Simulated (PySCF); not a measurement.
Several species in one continuum solvent.

Level: CAM-B3LYP/def2-SVPD in PySCF, non-relativistic, each on one gas-phase PBE0-D3(BJ)/def2-SVP geometry that isn't relaxed in the solvent. The solvent is an IEF-PCM continuum (van der Waals radii × 1.2). The model holds no explicit solvent molecules, cavitation or dispersion.

Question: Order them by E(solvent) − E(gas) in chloroform (ε = 4.711), most negative first (kcal/mol).
A. `[F:1][CH:2]([F:3])[O:4][BH:5][O:6][C:7]([F:8])([F:9])[F:10]` with F1–C2–O4–B5 -166°, C2–O4–B5–O6 2°, O4–B5–O6–C7 -179°
B. 3-methylisoxazole, `c1cc(C)no1`
C. `[CH3:1][C:2]#[C:3][CH2:4][S+:5]([CH3:6])([CH3:7])=[O:8]` (charge +1) with C3–C4–S5–C6 57°

Answer: C (-46.3), B (-4.1), A (-2.5).

```tsv
SMILES	charge	ΔE (kcal/mol)	polarisation term (kcal/mol)	HOMO shift (eV)	dipole gas (D)	dipole solvent (D)	atoms	lowest singlet, gas (eV)	lowest singlet, solvent (eV)
CC#CC[S+](C)(C)=O	1	-46.3	-47.5	+3.10	–	–	19	5.75	5.81
Cc1ccon1	0	-4.1	-4.8	-0.01	3.08	3.88	11	6.68	6.61
FC(F)OBOC(F)(F)F	0	-2.5	-2.8	+0.22	1.20	1.43	12	8.37	8.37
```

The ion comes first with 46.3 kcal/mol, the neutral species gain 4.1 at most. The polarisation term is half the interaction of the solute with the induced surface charges. No dipole is given for ions, as it depends on the origin. Singlets are vertical TDDFT energies (frozen core, non-equilibrium response), the lowest in each medium.
